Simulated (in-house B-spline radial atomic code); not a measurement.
A fraction x of an electron is removed from 5p in I IV (I3+), starting from [Kr] 4d10 5s2 5p2 and keeping the highest spin. Method: non-relativistic SCAN, spin-polarised, spherical fractional occupations, point nucleus. Calculated with a B-spline radial code for spherical atoms.

| x | E(x) - E(0) (eV) | 5p up level (eV) |
| --- | --- | --- |
| 0 | 0.0000 | -35.334 |
| 0.03 | 1.0644 | -35.623 |
| 0.24 | 8.7579 | -37.651 |
| 0.26 | 9.5128 | -37.845 |
| 0.43 | 16.0870 | -39.498 |
| 0.5 | 18.8757 | -40.180 |
| 0.61 | 23.3545 | -41.253 |
| 0.66 | 25.4294 | -41.742 |
| 0.85 | 33.5371 | -43.603 |
| 0.89 | 35.2891 | -43.994 |
| 1 | 40.1878 | -45.073 |

The exact functional would give a straight line between the two integer points. Deviations E(x) - E(0) - x[E(1) - E(0)], in eV: -0.141 at x = 0.03, -0.887 at x = 0.24, -0.936 at x = 0.26, -1.194 at x = 0.43, -1.218 at x = 0.5, -1.16 at x = 0.61, -1.095 at x = 0.66, -0.623 at x = 0.85, -0.478 at x = 0.89.

The curve lies below the straight line by up to 1.218 eV (at x = 0.5): convex, the delocalisation error that favours fractional charges.

(1) How well does Slater's transition state (minus the level at half occupation) give the ionisation energy?

Results:

(1) It gives 40.180 eV against 40.188 eV from the two total energies; NIST lists 40.36 eV, ground level to ground level.
